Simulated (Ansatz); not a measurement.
The same path of C2H7NTe (11 atoms, charge 0, multiplicity 1) was run twice with different band settings. Lost on the way: C2–H8. Made: N3–H8.

All numbers below come from RKS PBE/def2-SVP (Ansatz 0.2.0).

Relaxed end points:

```xyz
11
Properties=species:S:1:pos:R:3
C -0.974 1.005 0.010
C -0.038 -0.159 0.298
N 1.312 0.248 0.422
Te -0.466 -1.741 -1.354
H -0.728 1.495 -0.955
H -0.869 1.768 0.811
H -2.031 0.677 -0.031
H -0.350 -0.715 1.202
H 1.666 0.703 -0.428
H 1.946 -0.520 0.663
H 0.599 -2.818 -0.618
```

```xyz
11
Properties=species:S:1:pos:R:3
C -1.090 0.835 -0.058
C -0.255 -0.402 0.187
N 1.135 0.092 0.537
Te -0.048 -1.648 -1.569
H -0.683 1.583 -0.804
H -1.235 1.407 0.891
H -2.103 0.553 -0.404
H 1.120 0.516 1.483
H 1.603 0.826 -0.090
H 1.785 -0.710 0.566
H -0.164 -3.109 -0.720
```

Common settings: spring 5.0 eV/Å²; optimiser quadratic models (default); start path through a guess of the saddle point; force threshold 0.03 eV/Å; iteration limit 60; end points relaxed.

| run | movable images | climbing image |
| --- | --- | --- |
| 1 | 7 | yes |
| 2 | 1 | no |

Question: What does each run give, and how far can it be trusted?

Answer: Run 1: converged after 16 iterations, highest image 3.336 eV above the first end. Neighbouring images differ by up to 1.6 eV, so the band resolves the path poorly. A vibrational analysis at the climbing image gives one clearly imaginary mode, 1364i cm⁻¹: a first-order saddle point.
Run 2: converged after 10 iterations, highest image 2.572 eV above the first end. The highest image is an end point: on this band no image between the ends rises above it. So few images can step over the top or miss a turn of the path.
The orbitals stay closed-shell, which can raise the energy where a bond breaks towards radicals; this wasn't checked here.
